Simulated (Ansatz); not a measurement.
Basis-set series for `Cl[SiH2][GeH2][Cl]`. Charge 0, multiplicity 1. Geometry: relaxed with PBE0-D4/def2-TZVP. It is one conformer, not always the lowest.

| functional | basis | functions | energy (Eh) | HOMO (eV) | LUMO (eV) |
| --- | --- | --- | --- | --- | --- |
| PBE0-D4 | def2-SVP | 106 | -3288.06234 | -8.03 | -0.76 |
| PBE0-D4 | def2-TZVPP | 230 | -3288.74880 | -8.13 | -0.99 |
| ωB97M-V | def2-SVP | 106 | -3288.55330 | -10.03 | 1.20 |
| ωB97M-V | def2-TZVPP | 230 | -3289.23676 | -10.18 | 0.87 |

(1) Give the rows for def2-QZVPP. (An estimate is asked.)

## Answers

(1) The calculation gave: 
| functional | basis | functions | energy (Eh) | HOMO (eV) | LUMO (eV) |
| --- | --- | --- | --- | --- | --- |
| PBE0-D4 | def2-QZVPP | 419 | -3288.83069 | -8.16 | -1.10 |
| ωB97M-V | def2-QZVPP | 419 | -3289.31576 | -10.21 | 0.62 |

Positive LUMOs are unbound and depend on the basis. Scalar relativity is left out up to krypton.

Computed with Ansatz.
